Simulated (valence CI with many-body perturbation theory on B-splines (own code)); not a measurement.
# Pb: electric-dipole lines

Level of theory: configuration interaction combined with many-body perturbation theory (CI+MBPT): four valence electrons over a frozen Dirac-Fock core [Xe] 4f14 5d10, a basis of 11 s, 11 p, 10 d, 8 f, 5 g, 2 h functions for each j, with the one-electron correlation potential Σ1 (screened to all orders), the two-electron term Σ2, the three-electron term Σ3, Breit, model QED; selected single and double excitations, second order for the rest, scaled by the run's own slope (own B-spline code, finite nucleus).

Against 21 measured levels this calculation errs by 188 cm⁻¹ on average and by 486 at most. These come from a selection out of the NIST Handbook of Basic Atomic Spectroscopic Data. Levels without a partner in it may be off by more. Among the levels kept, up to 270 cm⁻¹ of a level comes from second order outside the variational space, and about a tenth of that is noise between levels of different J, which matters for small intervals.

Lines 301 to 341 of 341 in falling wavelength, among levels below 7.085 eV, chosen from the strongest by gf and those to the six lowest levels. Wavelengths and rates use the calculated energies, so an error of 200 cm⁻¹ moves a line at 2442 Å by 0.49 % and its rate by three times that or more. Electric multipoles are in the length gauge, E1 and E2 with the static RPA response of the core. Weak lines are less certain than strong ones. Lines between different terms over intervals too small for the method are left out, as are lines whose strength nearly cancels and 4 of this kind that miss the measured wavelength by over 7 %. Where a level lies close to another of its J and parity, the split of strength between their lines is uncertain. The highest levels of a list are the least certain.

Levels are named by their leading jj configuration (3d3/2^4 stands for four electrons in 3d with j = 3/2), which in mixed levels can hold well under half, so a name can repeat and another be missing.

```csv
λ vac (Å),λ from measured levels,Upper,Lower,A (s⁻¹),S (a.u.) with core polarisation,S without
2442,2412,(6s^2 6p1/2 7d3/2) J=2,(6s^2 6p1/2 6p3/2) J=2,7.79e+06,2.80e-01,2.91e-01
2429,2400,(6s^2 6p1/2 7d5/2) J=2,(6s^2 6p1/2 6p3/2) J=2,1.64e+06,5.80e-02,5.69e-02
2423,2395,(6s^2 6p1/2 7d5/2) J=3,(6s^2 6p1/2 6p3/2) J=2,5.20e+07,2.55e+00,2.72e+00
2416,2390,(6s^2 6p1/2 7d3/2) J=1,(6s^2 6p1/2 6p3/2) J=2,4.77e+06,9.96e-02,1.08e-01
2407,2403,(6s^2 6p3/2 7s) J=1,(6s^2 6p1/2 6p3/2) J=1,2.72e+07,5.63e-01,5.63e-01
2367,,(6s^2 6p1/2 9s) J=1,(6s^2 6p1/2 6p3/2) J=2,1.10e+07,2.17e-01,2.13e-01
2286,,(6s^2 6p1/2 8d3/2) J=2,(6s^2 6p1/2 6p3/2) J=2,2.59e+06,7.63e-02,7.77e-02
2284,2258,(6s^2 6p1/2 7d3/2) J=2,(6s^2 6p1/2 6p3/2) J=1,1.24e+04,3.63e-04,4.88e-04
2283,,(6s^2 6p1/2 8d5/2) J=2,(6s^2 6p1/2 6p3/2) J=2,1.62e+05,4.77e-03,3.75e-03
2279,,(6s^2 6p1/2 8d5/2) J=3,(6s^2 6p1/2 6p3/2) J=2,1.82e+07,7.45e-01,7.98e-01
2279,,(6s^2 6p1/2 8d3/2) J=1,(6s^2 6p1/2 6p3/2) J=2,1.16e+06,2.03e-02,2.35e-02
2273,2248,(6s^2 6p1/2 7d5/2) J=2,(6s^2 6p1/2 6p3/2) J=1,5.31e+07,1.54e+00,1.61e+00
2266,,(5g7/2 6s^2 6p1/2) J=3,(6s^2 6p1/2 6p3/2) J=2,3.42e+04,1.37e-03,1.46e-03
2262,2238,(6s^2 6p1/2 7d3/2) J=1,(6s^2 6p1/2 6p3/2) J=1,2.31e+07,3.95e-01,4.16e-01
2248,,(6s^2 6p1/2 10s) J=1,(6s^2 6p1/2 6p3/2) J=2,4.62e+06,7.78e-02,7.62e-02
2220,,(6s^2 6p1/2 9s) J=0,(6s^2 6p1/2 6p3/2) J=1,1.49e+07,8.03e-02,7.91e-02
2218,,(6s^2 6p1/2 9s) J=1,(6s^2 6p1/2 6p3/2) J=1,8.81e+05,1.42e-02,1.36e-02
2208,,(6s^2 6p1/2 9d3/2) J=2,(6s^2 6p1/2 6p3/2) J=2,1.19e+06,3.16e-02,3.10e-02
2205,,(6s^2 6p1/2 9d3/2) J=1,(6s^2 6p1/2 6p3/2) J=2,4.43e+05,7.02e-03,8.42e-03
2204,,(6s^2 6p1/2 9d5/2) J=3,(6s^2 6p1/2 6p3/2) J=2,7.94e+06,2.94e-01,3.17e-01
2197,,(6s^2 6p1/2 6g7/2) J=3,(6s^2 6p1/2 6p3/2) J=2,6.47e+04,2.37e-03,2.51e-03
2187,,(6s^2 6p1/2 11s) J=1,(6s^2 6p1/2 6p3/2) J=2,2.11e+06,3.26e-02,3.19e-02
2174,2171,(6s^2 6p1/2 6d3/2) J=1,(6s^2 6p1/2^2) J=0,2.31e+08,3.51e+00,3.69e+00
2148,,(6s^2 6p1/2 8d3/2) J=2,(6s^2 6p1/2 6p3/2) J=1,1.61e+05,3.94e-03,3.64e-03
2145,,(6s^2 6p1/2 8d5/2) J=2,(6s^2 6p1/2 6p3/2) J=1,1.65e+07,4.02e-01,4.15e-01
2141,,(6s^2 6p1/2 8d3/2) J=1,(6s^2 6p1/2 6p3/2) J=1,8.04e+06,1.17e-01,1.25e-01
2115,,(6s^2 6p1/2 10s) J=0,(6s^2 6p1/2 6p3/2) J=1,7.01e+06,3.27e-02,3.22e-02
2114,,(6s^2 6p1/2 10s) J=1,(6s^2 6p1/2 6p3/2) J=1,5.53e+05,7.73e-03,7.39e-03
2078,,(6s^2 6p1/2 9d3/2) J=2,(6s^2 6p1/2 6p3/2) J=1,3.45e+05,7.63e-03,7.08e-03
2077,,(6s^2 6p1/2 9d5/2) J=2,(6s^2 6p1/2 6p3/2) J=1,6.18e+06,1.37e-01,1.39e-01
2075,,(6s^2 6p1/2 9d3/2) J=1,(6s^2 6p1/2 6p3/2) J=1,4.15e+06,5.49e-02,5.90e-02
2066,2054,(6s^2 6p1/2 8s) J=1,(6s^2 6p1/2^2) J=0,1.84e+07,2.40e-01,2.32e-01
2060,,(6s^2 6p1/2 11s) J=0,(6s^2 6p1/2 6p3/2) J=1,3.42e+06,1.47e-02,1.45e-02
2060,,(6s^2 6p1/2 11s) J=1,(6s^2 6p1/2 6p3/2) J=1,2.52e+05,3.26e-03,3.08e-03
2014,2023,(6s^2 6p3/2 7s) J=1,(6s^2 6p1/2^2) J=0,8.79e+05,1.06e-02,1.22e-02
1911,1905,(6s^2 6p1/2 7d3/2) J=1,(6s^2 6p1/2^2) J=0,8.51e+07,8.79e-01,9.37e-01
1880,,(6s^2 6p1/2 9s) J=1,(6s^2 6p1/2^2) J=0,1.17e+07,1.15e-01,1.14e-01
1824,,(6s^2 6p1/2 8d3/2) J=1,(6s^2 6p1/2^2) J=0,3.74e+07,3.36e-01,3.56e-01
1804,,(6s^2 6p1/2 10s) J=1,(6s^2 6p1/2^2) J=0,4.99e+06,4.34e-02,4.26e-02
1776,,(6s^2 6p1/2 9d3/2) J=1,(6s^2 6p1/2^2) J=0,1.93e+07,1.60e-01,1.69e-01
1765,,(6s^2 6p1/2 11s) J=1,(6s^2 6p1/2^2) J=0,2.41e+06,1.96e-02,1.92e-02
```
